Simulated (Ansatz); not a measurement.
One change: `C[SiH2]O[SiH2]N` becomes `C[SiH2]O[SiH2]F`.

Ansatz, PBE0-D4/def2-TZVP geometries, multiplicity 1. Each molecule was computed in one conformer, which needn't be the lowest.

| property | `C[SiH2]O[SiH2]N` |
| --- | --- |
| LUMO energy (ωB97M-V/def2-TZVPP) / eV | 2.02 |
| HOMO–LUMO gap (ωB97M-V/def2-TZVPP) / eV | 12.16 |
| HOMO energy (ωB97M-V/def2-TZVPP) / eV | -10.15 |
| HOMO energy (PBE/def2-TZVPP) / eV | -6.26 |
| LUMO energy (PBE0/def2-TZVPP) / eV | 0.55 |
| HOMO energy (PBE0/def2-TZVPP) / eV | -7.72 |

**Question.** Give the same properties after the change, and the shifts. (Best estimate.)

**Answer.** Ansatz gave: 
| property | `C[SiH2]O[SiH2]F` | shift |
| --- | --- | --- |
| LUMO energy (ωB97M-V/def2-TZVPP) / eV | 2.08 | 0.06 |
| HOMO–LUMO gap (ωB97M-V/def2-TZVPP) / eV | 13.13 | 0.97 |
| HOMO energy (ωB97M-V/def2-TZVPP) / eV | -11.05 | -0.90 |
| HOMO energy (PBE/def2-TZVPP) / eV | -7.35 | -1.09 |
| LUMO energy (PBE0/def2-TZVPP) / eV | 0.40 | -0.15 |
| HOMO energy (PBE0/def2-TZVPP) / eV | -8.76 | -1.04 |

With PBE0 the HOMO falls by 1.04 eV and the LUMO falls by 0.15 eV, so the gap widens by about 0.89 eV. PBE moves the HOMO by -1.09 eV and ωB97M-V by -0.90 eV.
